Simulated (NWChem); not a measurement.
C₂H₃FN₂Si; SMILES F[SiH]1N=CC=N1

```xyz
9

F     -0.5502    -1.9688     0.0000
Si     0.4258    -0.6964     0.0000
N      0.0677     0.4095     1.3528
C     -0.2351     1.5053     0.7681
C     -0.2351     1.5053    -0.7681
N      0.0677     0.4095    -1.3528
H      1.8264    -1.1625     0.0000
H     -0.4817     2.4177     1.3224
H     -0.4817     2.4177    -1.3224
```
Atoms are numbered in this order, from 1.

Program: NWChem. Pople sets run with spherical d functions. The geometry was optimised at B3LYP/6-31G* (spherical d).

Problem. Order these by “highest occupied level (eV)”, lowest first: PBE/STO-3G; PBE/6-31G*; PBE/6-311++G**.

Solution. PBE/6-311++G** (-6.74), PBE/6-31G* (-6.37), PBE/STO-3G (-3.26)
